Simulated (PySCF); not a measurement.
# Computed records: CH6B2N, AlB2H4O, B3H6Si, B2FH4Si and others

Calculation on a computer-drawn molecule: the log of a Hartree-Fock and frozen-core CCSD(T) single point meant for a local Hartree-Fock minimum, with one planted fault or none, to be diagnosed. Offsets are logged minus clean, where the clean run is the same molecule without the fault. The reference is restricted for singlets and unrestricted otherwise, and also for a bond in bohr or an excited solution. Adding or removing an electron swaps singlet and doublet. The excited solution moves the top pair (singlet) or top alpha electron (doublet) to the lowest empty orbital. Highest occupied and lowest empty are orbital energies over both spins, largest force is the largest gradient component, triples share is (T) over the correlation energy, the T1 limit is 0.02 restricted and 0.045 unrestricted, electrons count all cores, a negative frequency is imaginary (commonest isotopes), and the dipole is about the centre of nuclear charge. Program: PySCF 2.14.0.

Common to all runs: logged SCF converged yes; possible faults no fault, one electron removed, one electron added, multiplicity raised by two, geometry at a saddle point, SCF held on an excited solution, minimal basis STO-3G, one bond length entered in bohr, all coordinates scaled.

(1) 
```xyz
10
formula=CH6B2N meant_charge=0 meant_multiplicity=2 meant_basis=cc-pVDZ logged_electrons=29 logged_basis_functions=26 logged_spin_squared=0.7548 logged_highest_occupied=-6.1123 logged_lowest_empty=5.8052 logged_largest_force=0.043652 logged_T1_diagnostic=0.024994 logged_D1_diagnostic=0.11381 logged_triples_share=0.01401 logged_CC_converged=yes logged_dipole_magnitude=2.2353 logged_SCF_stable_within_its_kind=yes logged_energy_HF=-143.29216 logged_energy_CCSD(T)=-143.50482 planted_fault=minimal_basis_STO-3G HF_energy_offset_from_clean_run=1148 CCSD(T)_energy_offset_from_clean_run=1342
B     -3.0969     0.5188    -0.0421
B     -1.7895    -0.3861    -0.6368
C     -0.3309    -0.1732    -0.2913
N      0.6936    -0.8947    -0.8218
H     -3.6917     0.2100     0.9614
H     -3.5260     1.4860    -0.6218
H     -2.0433    -1.2917    -1.4063
H      0.0101     0.6055     0.3845
H      1.6005    -0.8622    -0.4067
H      0.4798    -1.7269    -1.3314
```

Units: logged_highest_occupied, logged_lowest_empty in eV; logged_largest_force in hartree/bohr; logged_dipole_magnitude in debye; logged_energy_HF, logged_energy_CCSD(T) in hartree; HF_energy_offset_from_clean_run, CCSD(T)_energy_offset_from_clean_run in kcal/mol.

Drawn bonds:
| atom | other atom | order |
| --- | --- | --- |
| 1 | 2 | 1 |
| 2 | 3 | 1 |
| 3 | 4 | 1 |
| 1 | 5 | 1 |
| 1 | 6 | 1 |
| 2 | 7 | 1 |
| 3 | 8 | 1 |
| 4 | 9 | 1 |
| 4 | 10 | 1 |

(2) 
```xyz
8
formula=AlB2H4O meant_charge=1 meant_multiplicity=1 meant_basis=cc-pV(D+d)Z logged_electrons=34 logged_basis_functions=85 logged_spin_squared=0 logged_highest_occupied=-15.229 logged_lowest_empty=-4.4069 logged_largest_force=4.012e-05 logged_lowest_frequency=102.67 logged_T1_diagnostic=0.016506 logged_D1_diagnostic=0.045357 logged_triples_share=0.02371 logged_CC_converged=yes logged_dipole_magnitude=6.9197 logged_SCF_stable_within_its_kind=yes logged_energy_HF=-368.25649 logged_energy_CCSD(T)=-368.68801 planted_fault=no_fault HF_energy_offset_from_clean_run=0 CCSD(T)_energy_offset_from_clean_run=0
B      0.6122     1.3135    -0.2659
B      0.6488     2.6939    -1.2591
O      0.7931     2.5714    -2.6611
Al     0.9488     2.6183    -4.2597
H      1.6209     0.8625     0.1977
H     -0.4239     0.7708    -0.0056
H      0.5593     3.8215    -0.8645
H      1.0985     2.6257    -5.7876
```

Units: logged_highest_occupied, logged_lowest_empty in eV; logged_largest_force in hartree/bohr; logged_lowest_frequency in cm⁻¹; logged_dipole_magnitude in debye; logged_energy_HF, logged_energy_CCSD(T) in hartree; HF_energy_offset_from_clean_run, CCSD(T)_energy_offset_from_clean_run in kcal/mol.

Drawn bonds:
| atom | other atom | order |
| --- | --- | --- |
| 1 | 2 | 1 |
| 2 | 3 | 1 |
| 3 | 4 | 1 |
| 1 | 5 | 1 |
| 1 | 6 | 1 |
| 2 | 7 | 1 |
| 4 | 8 | 1 |

(3) 
```xyz
8
formula=AlB2H4O meant_charge=1 meant_multiplicity=1 meant_basis=cc-pV(D+d)Z logged_electrons=34 logged_basis_functions=85 logged_spin_squared=0.8267 logged_highest_occupied=-12.449 logged_lowest_empty=-4.4305 logged_largest_force=0.018678 logged_T1_diagnostic=0.047898 logged_D1_diagnostic=0.21014 logged_triples_share=0.030118 logged_CC_converged=yes logged_dipole_magnitude=7.943 logged_SCF_stable_within_its_kind=yes logged_energy_HF=-368.13132 logged_energy_CCSD(T)=-368.54837 planted_fault=one_bond_length_entered_in_bohr,row_1_of_the_drawn_bonds HF_energy_offset_from_clean_run=78.54 CCSD(T)_energy_offset_from_clean_run=87.62
B      0.6122     1.3135    -0.2659
B      0.6813     3.9220    -2.1428
O      0.8257     3.7996    -3.5448
Al     0.9814     3.8464    -5.1434
H      1.6209     0.8625     0.1977
H     -0.4239     0.7708    -0.0056
H      0.5919     5.0496    -1.7482
H      1.1310     3.8539    -6.6712
```

Units: logged_highest_occupied, logged_lowest_empty in eV; logged_largest_force in hartree/bohr; logged_dipole_magnitude in debye; logged_energy_HF, logged_energy_CCSD(T) in hartree; HF_energy_offset_from_clean_run, CCSD(T)_energy_offset_from_clean_run in kcal/mol.

Drawn bonds:
| atom | other atom | order |
| --- | --- | --- |
| 1 | 2 | 1 |
| 2 | 3 | 1 |
| 3 | 4 | 1 |
| 1 | 5 | 1 |
| 1 | 6 | 1 |
| 2 | 7 | 1 |
| 4 | 8 | 1 |

Notes: T1 above single-reference limit.

(4) 
```xyz
8
formula=AlB2H4O meant_charge=0 meant_multiplicity=2 meant_basis=cc-pV(D+d)Z logged_electrons=36 logged_basis_functions=85 logged_spin_squared=0 logged_highest_occupied=-0.38885 logged_lowest_empty=5.4345 logged_largest_force=0.065246 logged_T1_diagnostic=0.024042 logged_D1_diagnostic=0.086682 logged_triples_share=0.027677 logged_CC_converged=yes logged_dipole_magnitude=7.4094 logged_SCF_stable_within_its_kind=yes logged_energy_HF=-368.49346 logged_energy_CCSD(T)=-368.97157 planted_fault=one_electron_added HF_energy_offset_from_clean_run=8.674 CCSD(T)_energy_offset_from_clean_run=-15.01
B      0.8949    -1.7479     0.1057
B      0.0266    -0.4694     0.8372
O     -0.6677    -0.6294     1.9840
Al    -1.6603    -0.6365     3.3547
H      0.3909    -2.4754    -0.7121
H      2.0545    -1.9571     0.3573
H      0.0249     0.6312     0.3187
H     -0.9385    -0.3995     4.7533
```

Units: logged_highest_occupied, logged_lowest_empty in eV; logged_largest_force in hartree/bohr; logged_dipole_magnitude in debye; logged_energy_HF, logged_energy_CCSD(T) in hartree; HF_energy_offset_from_clean_run, CCSD(T)_energy_offset_from_clean_run in kcal/mol.

Drawn bonds:
| atom | other atom | order |
| --- | --- | --- |
| 1 | 2 | 1 |
| 2 | 3 | 1 |
| 3 | 4 | 1 |
| 1 | 5 | 1 |
| 1 | 6 | 1 |
| 2 | 7 | 1 |
| 4 | 8 | 1 |

Notes: T1 above single-reference limit.

(5) 
```xyz
8
formula=AlB2H4O meant_charge=0 meant_multiplicity=2 meant_basis=cc-pV(D+d)Z logged_electrons=35 logged_basis_functions=85 logged_spin_squared=0.7563 logged_highest_occupied=-8.4943 logged_lowest_empty=0.80157 logged_largest_force=2.452e-05 logged_lowest_frequency=-270.37 logged_T1_diagnostic=0.017098 logged_D1_diagnostic=0.058227 logged_triples_share=0.024989 logged_CC_converged=yes logged_dipole_magnitude=1.5472 logged_SCF_stable_within_its_kind=yes logged_energy_HF=-368.49785 logged_energy_CCSD(T)=-368.93875 planted_fault=geometry_at_a_saddle_point HF_energy_offset_from_clean_run=5.922 CCSD(T)_energy_offset_from_clean_run=5.579
B     -1.7573    -0.3937     0.0000
B     -0.3218     0.6129     0.0000
O      0.9054     0.0472     0.0000
Al     2.5897     0.3608     0.0000
H     -2.8687     0.0708     0.0000
H     -1.6765    -1.5954     0.0000
H     -0.3882     1.8275     0.0000
H      3.5174    -0.9301     0.0000
```

Units: logged_highest_occupied, logged_lowest_empty in eV; logged_largest_force in hartree/bohr; logged_lowest_frequency in cm⁻¹; logged_dipole_magnitude in debye; logged_energy_HF, logged_energy_CCSD(T) in hartree; HF_energy_offset_from_clean_run, CCSD(T)_energy_offset_from_clean_run in kcal/mol.

Drawn bonds:
| atom | other atom | order |
| --- | --- | --- |
| 1 | 2 | 1 |
| 2 | 3 | 1 |
| 3 | 4 | 1 |
| 1 | 5 | 1 |
| 1 | 6 | 1 |
| 2 | 7 | 1 |
| 4 | 8 | 1 |

(6) 
```xyz
10
formula=B3H6Si meant_charge=1 meant_multiplicity=1 meant_basis=cc-pV(D+d)Z logged_electrons=34 logged_basis_functions=95 logged_spin_squared=0.7508 logged_highest_occupied=-14.979 logged_lowest_empty=-5.5153 logged_largest_force=0.011323 logged_T1_diagnostic=0.055239 logged_D1_diagnostic=0.2472 logged_triples_share=0.036515 logged_CC_converged=yes logged_dipole_magnitude=1.7056 logged_SCF_stable_within_its_kind=yes logged_energy_HF=-366.01194 logged_energy_CCSD(T)=-366.39315 planted_fault=one_bond_length_entered_in_bohr,row_6_of_the_drawn_bonds HF_energy_offset_from_clean_run=68.63 CCSD(T)_energy_offset_from_clean_run=70.66
B     -1.4213     2.1298    -0.4035
B     -0.0275     1.5087    -1.1146
Si     0.7233    -0.3429    -0.8689
B      0.3229    -1.9992    -1.9768
H     -2.4732     2.0222    -0.9633
H     -1.3581     2.6871     0.6525
H      1.2304     2.7811    -2.5086
H      1.6903    -0.5171     0.2307
H     -0.5716    -2.7067    -1.6346
H      0.9952    -2.2181    -2.9346
```

Units: logged_highest_occupied, logged_lowest_empty in eV; logged_largest_force in hartree/bohr; logged_dipole_magnitude in debye; logged_energy_HF, logged_energy_CCSD(T) in hartree; HF_energy_offset_from_clean_run, CCSD(T)_energy_offset_from_clean_run in kcal/mol.

Drawn bonds:
| atom | other atom | order |
| --- | --- | --- |
| 1 | 2 | 1 |
| 2 | 3 | 1 |
| 3 | 4 | 1 |
| 1 | 5 | 1 |
| 1 | 6 | 1 |
| 2 | 7 | 1 |
| 3 | 8 | 1 |
| 4 | 9 | 1 |
| 4 | 10 | 1 |

Notes: T1 above single-reference limit.

(7) 
```xyz
8
formula=B2FH4Si meant_charge=1 meant_multiplicity=1 meant_basis=cc-pV(D+d)Z logged_electrons=36 logged_basis_functions=85 logged_spin_squared=0 logged_highest_occupied=-17.176 logged_lowest_empty=-5.3644 logged_largest_force=1.698e-05 logged_lowest_frequency=78.928 logged_T1_diagnostic=0.017084 logged_D1_diagnostic=0.050891 logged_triples_share=0.022978 logged_CC_converged=yes logged_dipole_magnitude=3.0674 logged_SCF_stable_within_its_kind=yes logged_energy_HF=-439.77999 logged_energy_CCSD(T)=-440.25341 planted_fault=no_fault HF_energy_offset_from_clean_run=0 CCSD(T)_energy_offset_from_clean_run=0
B     -1.2170    -1.1358    -1.9530
B     -0.2377    -0.2170    -0.9335
Si     1.5974     0.4854    -1.4004
F      1.6814     1.8812    -2.1053
H     -1.1334    -2.3281    -1.9393
H     -1.9972    -0.5859    -2.6717
H     -0.5692     0.0894     0.1753
H      2.9239    -0.0893    -1.1884
```

Units: logged_highest_occupied, logged_lowest_empty in eV; logged_largest_force in hartree/bohr; logged_lowest_frequency in cm⁻¹; logged_dipole_magnitude in debye; logged_energy_HF, logged_energy_CCSD(T) in hartree; HF_energy_offset_from_clean_run, CCSD(T)_energy_offset_from_clean_run in kcal/mol.

Drawn bonds:
| atom | other atom | order |
| --- | --- | --- |
| 1 | 2 | 1 |
| 2 | 3 | 1 |
| 3 | 4 | 1 |
| 1 | 5 | 1 |
| 1 | 6 | 1 |
| 2 | 7 | 1 |
| 3 | 8 | 1 |

(8) 
```xyz
8
formula=B2H5Si meant_charge=0 meant_multiplicity=2 meant_basis=cc-pV(D+d)Z logged_electrons=29 logged_basis_functions=24 logged_spin_squared=0.7628 logged_highest_occupied=-5.6536 logged_lowest_empty=5.4741 logged_largest_force=0.025688 logged_T1_diagnostic=0.01873 logged_D1_diagnostic=0.09392 logged_triples_share=0.012503 logged_CC_converged=yes logged_dipole_magnitude=0.48837 logged_SCF_stable_within_its_kind=yes logged_energy_HF=-337.15064 logged_energy_CCSD(T)=-337.29426 planted_fault=minimal_basis_STO-3G HF_energy_offset_from_clean_run=2496 CCSD(T)_energy_offset_from_clean_run=2601
B     -0.8768    -1.4353    -2.8319
B      0.4295    -1.3912    -1.7765
Si     0.9203     0.1539    -0.6543
H     -0.8033    -1.0148    -3.9570
H     -1.9338    -1.9021    -2.4946
H      1.1770    -2.3328    -1.7117
H      0.0137     1.3028    -0.4441
H      1.8930     0.0349     0.4515
```

Units: logged_highest_occupied, logged_lowest_empty in eV; logged_largest_force in hartree/bohr; logged_dipole_magnitude in debye; logged_energy_HF, logged_energy_CCSD(T) in hartree; HF_energy_offset_from_clean_run, CCSD(T)_energy_offset_from_clean_run in kcal/mol.

Drawn bonds:
| atom | other atom | order |
| --- | --- | --- |
| 1 | 2 | 1 |
| 2 | 3 | 1 |
| 1 | 4 | 1 |
| 1 | 5 | 1 |
| 2 | 6 | 1 |
| 3 | 7 | 1 |
| 3 | 8 | 1 |

(9) 
```xyz
10
formula=B3H6Si meant_charge=0 meant_multiplicity=2 meant_basis=cc-pV(D+d)Z logged_electrons=35 logged_basis_functions=95 logged_spin_squared=0.7562 logged_highest_occupied=-4.5589 logged_lowest_empty=-2.7978 logged_largest_force=0.019798 logged_dipole_magnitude=2.2202 logged_SCF_stable_within_its_kind=no logged_energy_HF=-366.24565 planted_fault=SCF_held_on_an_excited_solution HF_energy_offset_from_clean_run=82.77
B     -1.7124    -0.7677    -0.4233
B     -0.5061     0.1418     0.3061
Si     1.2169    -0.6227     0.9817
B      1.7193    -2.5410     0.8778
H     -1.7372    -0.9423    -1.6138
H     -2.5994    -1.2678     0.2182
H     -0.6658     1.3277     0.4415
H      2.1809     0.3165     1.6013
H      2.7671    -2.9420     1.2996
H      0.9601    -3.3271     0.3812
```

Units: logged_highest_occupied, logged_lowest_empty in eV; logged_largest_force in hartree/bohr; logged_dipole_magnitude in debye; logged_energy_HF in hartree; HF_energy_offset_from_clean_run in kcal/mol.

Drawn bonds:
| atom | other atom | order |
| --- | --- | --- |
| 1 | 2 | 1 |
| 2 | 3 | 1 |
| 3 | 4 | 1 |
| 1 | 5 | 1 |
| 1 | 6 | 1 |
| 2 | 7 | 1 |
| 3 | 8 | 1 |
| 4 | 9 | 1 |
| 4 | 10 | 1 |

Notes: coupled-cluster numbers left out as unreliable.

(10) 
```xyz
10
formula=CH6B2O meant_charge=0 meant_multiplicity=1 meant_basis=cc-pVDZ logged_electrons=30 logged_basis_functions=86 logged_spin_squared=0 logged_highest_occupied=-11.695 logged_lowest_empty=2.3063 logged_largest_force=0.13414 logged_T1_diagnostic=0.01261 logged_D1_diagnostic=0.042964 logged_triples_share=0.023153 logged_CC_converged=yes logged_dipole_magnitude=1.5456 logged_SCF_stable_within_its_kind=yes logged_energy_HF=-165.4572 logged_energy_CCSD(T)=-165.99792 planted_fault=all_coordinates_scaled,by_-9.3_% HF_energy_offset_from_clean_run=57.86 CCSD(T)_energy_offset_from_clean_run=65.78
B     -1.3956     0.0914     0.0656
C     -0.0138     0.4274     0.0276
B      0.2071     1.8304     0.0728
O      0.6786    -0.2997     0.8206
H     -2.0700     0.5559    -0.6501
H     -1.7739    -0.6289     0.7841
H      0.2023     0.2209    -0.9404
H      0.9298     2.2590     0.7677
H     -0.3207     2.4816    -0.6188
H      1.4664     0.0269     0.9009
```

Units: logged_highest_occupied, logged_lowest_empty in eV; logged_largest_force in hartree/bohr; logged_dipole_magnitude in debye; logged_energy_HF, logged_energy_CCSD(T) in hartree; HF_energy_offset_from_clean_run, CCSD(T)_energy_offset_from_clean_run in kcal/mol.

Drawn bonds:
| atom | other atom | order |
| --- | --- | --- |
| 1 | 2 | 1 |
| 2 | 3 | 1 |
| 2 | 4 | 1 |
| 1 | 5 | 1 |
| 1 | 6 | 1 |
| 2 | 7 | 1 |
| 3 | 8 | 1 |
| 3 | 9 | 1 |
| 4 | 10 | 1 |
